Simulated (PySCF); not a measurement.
Compound: C5H5F3Si.
Cartesian coordinates in Å at the GFN2-xTB level; atoms count from 1:
```
atom  x, y, z in Å
C1    -1.9701   -0.6353   -0.4406
C2    -0.5623   -0.2664   -0.1358
C3     0.4537   -1.1354   -0.0325
C4     1.7535   -0.5470    0.2746
F5     2.7974   -1.3804    0.3866
C6     1.8479    0.7787    0.4283
Si7    0.1307    1.4697    0.1745
F8    -0.0715    2.5222   -1.0149
F9    -0.5276    2.2712    1.3942
H10   -2.0774   -1.7098   -0.5707
H11   -2.6241   -0.3063    0.3660
H12   -2.2984   -0.1306   -1.3485
H13    0.3727   -2.2033   -0.1567
H14    2.7747    1.2721    0.6534
```

NICS is the negative of the GIAO shielding at a point without a nucleus: at the ring centre (0) and 1 Å above and below it (1); zz is the component along the ring normal. Level: GIAO PBE0/pcSseg-1 (PySCF, non-relativistic, gas phase) on the GFN2-xTB geometry, one conformer.

Ring bond lengths (Å), with Mayer bond orders in brackets: C2–C3 1.341 (1.80), C3–C4 1.459 (1.06), C4–C6 1.338 (1.83), C6–Si7 1.868 (0.86), Si7–C2 1.895 (0.81).

Q: Give the NICS values of each ring in ppm.

A: 
| ring | type | NICS(0) | NICS(1), two faces | NICS(1)zz, two faces | rms pucker (Å) | centre to ring atoms, mean (Å) |
| --- | --- | --- | --- | --- | --- | --- |
| C2–C3–C4–C6–Si7 | 5-membered ring with Si; formal bonds 2 double, 3 single | 1.5 | 0.6 / 0.6 | 10.2 / 10.2 | 0.00 | 1.34 |

Q: What do they say, and how far can they be read as aromaticity?

A: 
- C2–C3–C4–C6–Si7: mean NICS(1)zz 10.2 ppm, deshielded. Si7 has four or more neighbours, so the value isn't read as a sign of a π ring current.
